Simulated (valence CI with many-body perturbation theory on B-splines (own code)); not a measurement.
The numbers below are computed, except where a source is named.
**Sensitivity of CI+MBPT for Rh⁴⁰⁺**

Method: configuration interaction combined with many-body perturbation theory (CI+MBPT): three valence electrons over a frozen Dirac-Fock core [He], radial functions for each j: 6 s, 6 p, 5 d, 3 f, 1 g, with the one-electron correlation potential Σ1, the two-electron term Σ2, the three-electron term Σ3, Breit, model QED; selected CI, second order for the rest, scaled by the run's own slope (own B-spline code, finite nucleus).

No measured spectrum was set against this ion. As an estimate, large intervals hold to a few tenths of a per cent, small ones and those within an open d or f shell to about a per cent.

The reference run has the lowest level (2s^2 2p1/2) J=1/2 and an ionisation energy of 6163.13 eV. Its largest variational space holds 4177 state functions.

Levels are named by their leading jj configuration (3d3/2^4 stands for four electrons in 3d with j = 3/2), which in mixed levels can hold well under half, so a name can repeat and another be missing. Letters in brackets count levels of one name in rising energy.

Reference levels: (2s 2p1/2^2) J=1/2 997032, (2s^2 2p3/2) J=3/2 1301980, (2s 2p1/2 2p3/2) J=3/2 [a] 2008060, (2s 2p1/2 2p3/2) J=5/2 2214660, (2s 2p1/2 2p3/2) J=3/2 [b] 2547400, (2s 2p1/2 2p3/2) J=1/2 2577380, (2s 2p3/2^2) J=5/2 3460960, (2p1/2^2 2p3/2) J=3/2 3652690, (2s 2p3/2^2) J=1/2 3939050, (2s 2p3/2^2) J=3/2 3948440, (2p1/2 2p3/2^2) J=3/2 4761360, (2p1/2 2p3/2^2) J=5/2 4896120 cm⁻¹.

Question: Rank these changes by the mean size of the shift of these levels, smallest first.
A. orbitals per symmetry with explicit Σ2 and valence Breit (the others get mean screening factors) 5 → 3
B. scale of Σ1 1 → 2
C. highest l with Σ1, explicit Σ2 and valence Breit (higher l get mean screening factors) 3 → 1
D. scale of Σ1 1 → 1.1

Answer: A (77 cm⁻¹), D (150 cm⁻¹), C (200 cm⁻¹), B (1500 cm⁻¹).
